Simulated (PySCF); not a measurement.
**Atomic charges by several schemes**

C8H11F.
Numbering: `[F:1][CH2:2][C@H:3]1[C@@H:4]2[CH:5]=[CH:6][C@H:7]1[CH2:8][CH2:9]2` (hydrogens: H10, H11 on C2; H12 on C3; H13 on C4; H14 on C5; H15 on C6; H16 on C7; H17, H18 on C8; H19, H20 on C9)

Geometry (GFN2-xTB, Å), atoms numbered from 1 in this order:
```
atom  x, y, z in Å
F1     2.841    0.298    1.240
C2     1.957   -0.481    0.528
C3     0.932    0.401   -0.165
C4     0.024   -0.290   -1.195
C5    -0.900    0.854   -1.526
C6    -1.065    1.567   -0.419
C7    -0.258    0.905    0.670
C8    -1.015   -0.408    0.981
C9    -0.806   -1.238   -0.298
H10    1.519   -1.179    1.245
H11    2.554   -1.031   -0.210
H12    1.473    1.238   -0.616
H13    0.509   -0.778   -2.037
H14   -1.370    0.989   -2.483
H15   -1.700    2.420   -0.265
H16   -0.030    1.513    1.541
H17   -2.068   -0.209    1.177
H18   -0.599   -0.900    1.859
H19   -0.255   -2.157   -0.099
H20   -1.747   -1.503   -0.778
```

Density: PBE0/pcSseg-1 (PySCF); schemes: Mulliken, IAO, Hirshfeld and ESP-fitted. Geometry: GFN2-xTB, one conformer, isolated molecule.

Problem. Tabulate the Mulliken, IAO, Hirshfeld and ESP-fitted charges.

Solution. In e; atoms taken as equivalent share a row and are averaged (×n: the atom named and its like, n in all):

```tsv
atom	environment	Mulliken	IAO	Hirshfeld	ESP-fitted
F1	alkyl fluorine	-0.347	-0.333	-0.128	-0.264
C2	sp3 C–F carbon	+0.298	+0.040	+0.023	+0.076
C3	sp3 CH carbon	-0.267	-0.119	-0.035	-0.017
C4/C7	sp3 carbon at a ring junction	-0.253	-0.123	-0.028	+0.054
C5/C6	alkene CH carbon	-0.034	-0.168	-0.049	-0.271
C8/C9	ring CH2 carbon	-0.141	-0.269	-0.072	-0.175
H10/H11	methylene hydrogen	+0.097	+0.133	+0.041	+0.080
H12	methine hydrogen	+0.130	+0.146	+0.034	+0.070
H13/H16	methine hydrogen	+0.099	+0.137	+0.041	+0.056
H14/H15	vinylic hydrogen	+0.076	+0.151	+0.049	+0.172
H17/H20	methylene hydrogen	+0.126	+0.140	+0.036	+0.100
H18/H19	methylene hydrogen	+0.123	+0.131	+0.035	+0.050
```

Mean size of the charges over all atoms: IAO 0.157 e, Mulliken 0.147 e, ESP-fitted 0.119 e, Hirshfeld 0.046 e. Each set sums to the total charge, 0, to within 0.001 e. The ESP scheme fits charges at the nuclei, held to the total charge, to the electrostatic potential on points at 1.4 to 2.0 times the van der Waals radii. The IAO scheme projects the occupied orbitals on a minimal set of polarised atomic orbitals and counts the electrons in each atom's part of it.

Some averages cover members that differ in this geometry: C8/C9, ESP-fitted -0.250 to -0.100; C4/C7, ESP-fitted -0.015 to +0.124; C5/C6, ESP-fitted -0.327 to -0.216; H18/H19, ESP-fitted +0.027 to +0.074 e.

Lowest charge. The schemes don't all agree: Mulliken F1 (-0.347); IAO F1 (-0.333); Hirshfeld F1 (-0.128); ESP-fitted C5/C6 (-0.271).

Highest charge. The schemes don't all agree: Mulliken C2 (+0.298); IAO H14/H15 (+0.151); Hirshfeld H14/H15 (+0.049); ESP-fitted H14/H15 (+0.172).

Problem. How many electrons does the IAO scheme count on C3?

Solution. Z − q = 6 − (-0.119) = 6.119.

Problem. Sum the charges by element, for elements with more than one atom.

Solution. 
```tsv
element	atoms	Mulliken	IAO	Hirshfeld	ESP-fitted
C	8	-0.824	-1.200	-0.312	-0.724
H	11	+1.171	+1.533	+0.440	+0.988
```

Problem. How closely do the schemes follow one another over all atoms?

Solution. Correlation coefficient and root-mean-square difference: IAO with Hirshfeld 0.99, 0.119 e; Hirshfeld with ESP-fitted 0.84, 0.107 e; Mulliken with Hirshfeld 0.82, 0.131 e; Mulliken with IAO 0.82, 0.102 e; IAO with ESP-fitted 0.82, 0.098 e; Mulliken with ESP-fitted 0.52, 0.156 e.
